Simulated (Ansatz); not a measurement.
A structure relaxed at PBE0-D4/def2-TZVPD in Ansatz, charge -1, doublet:

Cartesian coordinates in Å:
```
Si -0.0026 0.0018 0.0021
Ge 1.1251 -1.5371 -1.1757
Ge -1.1226 1.5353 1.1736
```

Give its formula and point group.

SiGe₂⁻. Point group D∞h (tolerance 0.1 Å).

Summarise the bond lengths by kind (pairs closer than 1.2 times the sum of covalent radii, bridged metal pairs left out).

2 × Ge–Si 2.23 to 2.24 Å.

The charge -1 doublet is spin-contaminated (final ⟨S²⟩ up to 0.98, 0.75 for a pure state). Another isomer (doublet) lies 0.98 eV lower at PBE0-D4/def2-TZVPD; other spin states weren't run for this one.
